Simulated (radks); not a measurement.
Values are calculated unless marked as measured or tabulated.
Task: The argon ion Ar4+ is in [Ne] 3s2 3p(1/2: 2, 3/2: 0). Code: a radial shooting solver on a logarithmic mesh with Libxc functionals. Model: Dirac Kohn-Sham, relativistic LDA (MacDonald-Vosko exchange, VWN5 correlation), spin-unpolarised, spherical densities, finite nucleus; Fermi nuclear charge, rms radius of each element as measured or else 0.836 A^(1/3) + 0.57 fm. Sub-shells are occupied by j as written (lower j first in brackets). One electron is removed from 3p1/2, 2p3/2, 2p1/2, 3s1/2 in turn, with full relaxation. Which removal costs least, and what does each cost?

Result: 3p1/2 73.969 eV; 3s1/2 90.083 eV; 2p3/2 322.41 eV; 2p1/2 324.80 eV. The 3p1/2 electron leaves first.
